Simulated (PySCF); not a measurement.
Positional isomers: trisilane hydroxy+amino. Isolated molecules, 0 K electronic values unless said otherwise. One relaxed conformer stands for each flexible species; it need not be the lowest. Strings in code marks are SMILES.

The four lowest singlet excitations (Tamm–Dancoff). Calculation: r2SCAN-D4/def2-TZVP (PySCF 2.14.0). Excitations are Tamm–Dancoff values on a coarser integration grid. The basis has no diffuse functions, so Rydberg states are missing or too high.

```json
[
 {"state": "S1", "energy (eV)": "5.83", "wavelength (nm)": "213", "oscillator strength": "0.013"},
 {"state": "S2", "energy (eV)": "6.20", "wavelength (nm)": "200", "oscillator strength": "0.224"},
 {"state": "S3", "energy (eV)": "6.42", "wavelength (nm)": "193", "oscillator strength": "0.007"},
 {"state": "S4", "energy (eV)": "6.65", "wavelength (nm)": "187", "oscillator strength": "0.015"}
]
```

Problem. Identify which member gives these states.
A. `N[SiH2][SiH2][SiH2]O`
B. `N[Si](O)([SiH3])[SiH3]`
C. `N[Si@@H]([SiH3])[SiH2]O`
D. `N[Si@@H](O)[SiH2][SiH3]`

Solution. D, `N[Si@@H](O)[SiH2][SiH3]`
